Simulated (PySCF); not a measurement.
# Two-photon absorption: `CC(C)(C)CP=C=O`, C₆H₁₁OP

Geometry (Å), atoms numbered from 1 in this order:
```xyz
19

C    -1.339   -1.135    0.561
C    -0.420   -0.110   -0.113
C    -1.128    0.491   -1.325
C    -0.074    0.994    0.884
C     0.848   -0.852   -0.557
P     2.085    0.195   -1.530
C     2.976    0.699   -0.250
O     3.693    1.106    0.572
H    -0.854   -1.576    1.430
H    -2.258   -0.655    0.888
H    -1.598   -1.934   -0.130
H    -1.392   -0.287   -2.039
H    -0.479    1.209   -1.825
H    -2.038    1.004   -1.021
H     0.565    1.742    0.418
H    -0.978    1.488    1.232
H     0.448    0.585    1.748
H     1.357   -1.290    0.302
H     0.576   -1.663   -1.238
```

The calculation used TDDFT wB97X-D/def2-SVPD excited states, vertical, gas phase in PySCF 2.14.0. Geometry: GFN2-xTB.

(1) How strongly do the lowest singlets absorb one photon, and two photons of half the energy?

Answers

(1) δ for parallel linear polarisation; σ at the peak of a Lorentzian of half width 0.1 eV, single beam; Ω is circular over linear.
| state | E (eV) | f | photon λ (nm) | δ (au) | σ (GM) | Ω | main |
| --- | --- | --- | --- | --- | --- | --- | --- |
| S1 | 2.88 | 0.001 | 862 | 0.39 | 0.00 | 1.06 | HOMO→LUMO 0.99 |
| S2 | 4.95 | 0.010 | 501 | 25.4 | 0.23 | 0.14 | HOMO−1→LUMO 0.48, HOMO→LUMO+1 0.48 |
| S3 | 6.34 | 0.031 | 391 | 13.3 | 0.20 | 1.46 | HOMO→LUMO+3 0.49, HOMO→LUMO+2 0.42 |
| S4 | 6.45 | 0.021 | 385 | 3.03 | 0.05 | 1.03 | HOMO−1→LUMO+1 0.50, HOMO→LUMO+6 0.09 |
| S5 | 6.56 | 0.007 | 378 | 1.05 | 0.02 | 1.31 | HOMO−1→LUMO+1 0.42, HOMO→LUMO+4 0.13 |

Among these, the strongest one-photon state is S3, the strongest two-photon state S2, with a dipole change of 1.1 D (relaxed, norm of the difference vector).
